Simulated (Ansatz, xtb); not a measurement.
**Relative energy of two isomers of C4H10B2**

Structure a: `BCB/C=C/C`, a singlet. Structure b: `B[C@@H]1BCCC1`, a singlet. Both are isolated molecules in the gas phase, relaxed with PBE0-D3(BJ)/def2-SVP; each stands in its lowest conformer found.

Quicker runs give these differences E(b) − E(a): GFN2-xTB −20.9 kcal/mol; HF/STO-3G −35.2 kcal/mol (at GFN2-xTB geometries); r2SCAN-D4/def2-SVP −10.0 kcal/mol (at GFN2-xTB geometries).

Problem. Estimate E(b) − E(a) at the level CCSD(T)/def2-SVP + ΔMP2/def2-TZVPP.

Solution. Calculated at CCSD(T)/def2-SVP + ΔMP2/def2-TZVPP: E(b) − E(a) = −8.3 kcal/mol, so structure b lies lower.

How the difference moves with the method:

| level | geometry | E(b) − E(a) (kcal/mol) | departure from the last row (kcal/mol) | job, with rough time for the two |
| --- | --- | --- | --- | --- |
| GFN2-xTB | GFN2-xTB | −20.9 | −12.6 | optimisation, 0.21 s |
| HF/STO-3G | GFN2-xTB | −35.2 | −26.9 | single point, 0.26 s |
| r2SCAN-D4/def2-SVP | GFN2-xTB | −10.0 | −1.7 | single point, 2.5 s |
| PBE0-D3(BJ)/def2-SVP | PBE0-D3(BJ)/def2-SVP | −13.5 | −5.2 | optimisation, 52 s |
| HF/def2-SVP | PBE0-D3(BJ)/def2-SVP | −4.6 | +3.7 | part of the CCSD(T) run |
| MP2/def2-SVP | PBE0-D3(BJ)/def2-SVP | −11.5 | −3.2 | part of the CCSD(T) run |
| CCSD(T)/def2-SVP | PBE0-D3(BJ)/def2-SVP | −9.2 | −0.9 | single point |
| CCSD(T)/def2-SVP + ΔMP2/def2-TZVPP | PBE0-D3(BJ)/def2-SVP | −8.3 |  | single point, 34 s |

As drawn, b has 2 C–C in place of 1 C=C. Structure a has no ring, b a 5-membered ring.

The levels shown agree on the order. The largest departure from CCSD(T)/def2-SVP + ΔMP2/def2-TZVPP is that of HF/STO-3G, 26.9 kcal/mol. The last row adds to CCSD(T) the change of the MP2 difference between the two basis sets, here +0.9 kcal/mol.

With thermal terms from frequencies at re-optimised GFN2-xTB minima (ideal gas, soft modes damped towards free rotors, one conformer each, 298.15 K, 1 atm): the zero-point term adds +2.2 kcal/mol; ΔH is −7.4 and ΔG −4.2 kcal/mol.

The correlated steps freeze 6 core orbitals. Mirror images aren't counted in ΔG. Codes used: Ansatz 0.2.0, xtb 6.7.1; the last row on 4 threads of Arm Neoverse V2 on a shared host.
